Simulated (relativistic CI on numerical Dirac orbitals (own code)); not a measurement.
**Re⁵⁺: L2,3 absorption edge**

Computed with this model: Dirac-Coulomb-Breit CI, separate exchange-only KLI orbitals for each configuration, QED by a radiative potential, valence Slater integrals scaled by 0.8, multiplet model of core-to-valence dipole absorption; configurations [Xe] 4f14 5d2 → [He] 2s2 2p5 3s2 3p6 3d10 4s2 4p6 4d10 4f14 5s2 5p6 5d3; 300 K; Lorentzian 3 eV and Gaussian 1 eV FWHM. Energies are those of the free ion, without screening or charge transfer. The branching ratio is the share of the lower-energy edge in the whole absorption, uncertain by about 0.02 where the edges overlap. S is read from ⟨S²⟩ = S(S + 1).

free ion: ground-state S = 0.93, centroid 10803.98 eV, branching ratio 0.815. Peaks (eV, height): 10540.5 (100), 11963.0 (22).

The statistical ratio of this edge is 2/3 = 0.667. Values above it arise where the holes sit mainly in the j = l + 1/2 valence subshell or the ground state has high spin; values below it where core-valence Coulomb terms move weight to the upper edge, as in nearly empty shells. At deep edges of heavy elements the radial integrals of the two core levels differ, which raises the baseline.

Strongest unbroadened transitions for free ion:

| Energy (eV) | Relative strength |
| --- | --- |
| 10538.18 | 8.8 |
| 10538.92 | 5.3 |
| 10539.07 | 28.6 |
| 10539.13 | 13.4 |
| 10539.61 | 9.5 |
| 10539.90 | 6.1 |
| 10539.96 | 67.8 |
| 10540.20 | 6.1 |
| 10540.23 | 6.7 |
| 10540.43 | 100.0 |
| 10540.51 | 60.3 |
| 10541.02 | 31.2 |
| 10541.28 | 3.7 |
| 10541.32 | 57.8 |
| 11962.91 | 36.0 |
| 11963.13 | 33.4 |
| 11964.71 | 8.7 |
| 11964.74 | 4.7 |
